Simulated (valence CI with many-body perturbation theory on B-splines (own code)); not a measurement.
**Level structure of Hf56+**

Calculated by configuration interaction combined with many-body perturbation theory (CI+MBPT): six valence electrons over a frozen Dirac-Fock core [Ne], a basis of 9 s, 9 p, 8 d, 6 f, 3 g, 1 h functions for each j, with the one-electron correlation potential Σ1, the two-electron term Σ2, the three-electron term Σ3, Breit, model QED; selected CI, second order for the rest, scaled by the run's own slope (own B-spline code, finite nucleus).

The last digits are not significant, and no measured levels were compared; by estimate large intervals hold to a few tenths of a per cent, small ones and those within an open d or f shell to about a per cent. Among the levels kept, up to 970 cm⁻¹ of a level comes from second order outside the variational space, and about a tenth of that is noise between levels of different J, which matters for small intervals.

Levels 1 to 40 of 40, with energies above the lowest level, (3s^2 3p1/2^2 3p3/2^2) J=2. "Leading %" is the weight of the configuration and term that name the level; weights of strongly mixed levels are sums over their largest components and can fall short, and the name can then belong to a minority configuration. In the jj column 3d3/2^4 stands for four electrons in 3d with j = 3/2. Lifetimes count E1, E2, E3, M1 and M2 decay at the calculated energies, and are blank where another channel may lead or the interval is too uncertain; long ones can be off by a factor of two.

```csv
No.,Configuration,Term,J,E (eV),Leading %,g,Lifetime,Leading jj
1,3s2 3p4,3P,2,0.00,68,1.332,,3s^2 3p1/2^2 3p3/2^2 (99 %)
2,3s2 3p4,1S,0,19.05,63,,74.8 ms,3s^2 3p1/2^2 3p3/2^2 (99 %)
3,3s2 3p3 3d,3D°,2,226.51,31,1.043,125 ps,3s^2 3p1/2^2 3p3/2 3d3/2 (99 %)
4,3s2 3p3 3d,3D°,1,234.59,32,1.109,56.1 ps,3s^2 3p1/2^2 3p3/2 3d3/2 (98 %)
5,3s2 3p3 3d,3P°,0,234.91,61,,143 ms,3s^2 3p1/2^2 3p3/2 3d3/2 (99 %)
6,3s2 3p3 3d,3F°,3,235.19,28,1.091,787 ps,3s^2 3p1/2^2 3p3/2 3d3/2 (97 %)
7,3s2 3p3 3d,3F°,4,301.17,50,1.252,559 ns,3s^2 3p1/2^2 3p3/2 3d5/2 (99 %)
8,3s2 3p4,3P,1,303.86,99,1.490,3.26 ns,3s^2 3p1/2 3p3/2^3 (99 %)
9,3s2 3p3 3d,3D°,2,307.13,33,1.239,8.31 ps,3s^2 3p1/2^2 3p3/2 3d5/2 (97 %)
10,3s2 3p4,1D,2,313.19,68,1.143,5.68 ns,3s^2 3p1/2 3p3/2^3 (99 %)
11,3s2 3p3 3d,3D°,3,325.84,42,1.197,2.22 ps,3s^2 3p1/2^2 3p3/2 3d5/2 (96 %)
12,3s2 3p3 3d,3D°,1,336.61,35,1.049,3.51 ps,3s^2 3p1/2^2 3p3/2 3d5/2 (98 %)
13,3s2 3p2 3d2,3F,2,462.57,40,0.749,38.6 ps,3s^2 3p1/2^2 3d3/2^2 (98 %)
14,3s 3p5,3P°,2,480.19,85,1.469,1.42 ps,3s 3p1/2^2 3p3/2^3 (85 %)
15,3s2 3p2 3d2,3P,0,485.71,58,,27.2 ps,3s^2 3p1/2^2 3d3/2^2 (97 %)
16,3s 3p5,1P°,1,500.44,37,1.186,1.17 ps,3s 3p1/2^2 3p3/2^3 (62 %)
17,3s2 3p3 3d,3F°,2,521.15,44,1.026,116 ps,3s^2 3p1/2 3p3/2^2 3d3/2 (98 %)
18,3s2 3p3 3d,5D°,0,522.47,53,,81.0 ps,3s^2 3p1/2 3p3/2^2 3d3/2 (98 %)
19,3s2 3p3 3d,3D°,1,523.52,44,0.982,3.61 ps,3s^2 3p1/2 3p3/2^2 3d3/2 (88 %)
20,3s2 3p3 3d,3G°,3,528.92,33,1.073,26.0 ps,3s^2 3p1/2 3p3/2^2 3d3/2 (97 %)
21,3s2 3p3 3d,3G°,4,537.01,50,1.044,22.0 ns,3s^2 3p1/2 3p3/2^2 3d3/2 (99 %)
22,3s2 3p2 3d2,3F,3,540.89,32,1.075,4.63 ps,3s^2 3p1/2^2 3d3/2 3d5/2 (97 %)
23,3s2 3p3 3d,3F°,2,549.64,64,0.817,4.57 ps,3s^2 3p1/2 3p3/2^2 3d3/2 (96 %)
24,3s2 3p2 3d2,3P,2,551.64,23,1.177,4.03 ps,3s^2 3p1/2^2 3d3/2 3d5/2 (97 %)
25,3s2 3p2 3d2,3P,1,556.05,36,1.514,3.81 ps,3s^2 3p1/2^2 3d3/2 3d5/2 (97 %)
26,3s2 3p2 3d2,3F,4,556.66,25,1.067,3.53 ps,3s^2 3p1/2^2 3d3/2 3d5/2 (97 %)
27,3s2 3p3 3d,3D°,3,563.27,41,1.179,414 fs,3s^2 3p1/2 3p3/2^2 3d3/2 (96 %)
28,3s2 3p3 3d,3P°,2,569.82,29,1.247,295 fs,3s^2 3p1/2 3p3/2^2 3d3/2 (88 %)
29,3s2 3p3 3d,3S°,1,574.86,38,1.498,255 fs,3s^2 3p1/2 3p3/2^2 3d3/2 (84 %)
30,3s2 3p3 3d,3D°,1,587.57,39,0.899,248 fs,3s^2 3p1/2 3p3/2^2 3d3/2 (85 %)
31,3s2 3p3 3d,3D°,3,591.77,52,1.302,53.5 ps,3s^2 3p1/2 3p3/2^2 3d5/2 (98 %)
32,3s2 3p3 3d,5D°,4,592.13,52,1.293,4.14 ns,3s^2 3p1/2 3p3/2^2 3d5/2 (99 %)
33,3s2 3p3 3d,3F°,4,604.22,72,1.175,16.9 ns,3s^2 3p1/2 3p3/2^2 3d5/2 (99 %)
34,3s2 3p3 3d,3D°,1,606.93,43,0.917,9.41 ps,3s^2 3p1/2 3p3/2^2 3d5/2 (95 %)
35,3s2 3p3 3d,3G°,5,607.33,99,1.188,18.9 ns,3s^2 3p1/2 3p3/2^2 3d5/2 (99 %)
36,3s2 3p3 3d,1S°,0,609.05,52,,14.0 ps,3s^2 3p1/2 3p3/2^2 3d5/2 (96 %)
37,3s2 3p4,3P,0,624.15,63,,738 ps,3s^2 3p3/2^4 (98 %)
38,3s2 3p3 3d,3D°,2,624.99,47,1.271,48.5 ps,3s^2 3p1/2 3p3/2^2 3d5/2 (99 %)
39,3s2 3p2 3d2,3F,4,628.05,27,1.172,2.48 ps,3s^2 3p1/2^2 3d5/2^2 (94 %)
40,3s2 3p3 3d,1F°,3,631.76,35,1.114,500 ps,3s^2 3p1/2 3p3/2^2 3d5/2 (99 %)
```

The ionisation energy to 3s2 3p3 2P°_3/2 of the next ion comes out as 5597.7 eV (NIST: 5595 ± 5 eV (theoretical)). All 40 levels together are meant to be complete up to 633.42 eV.
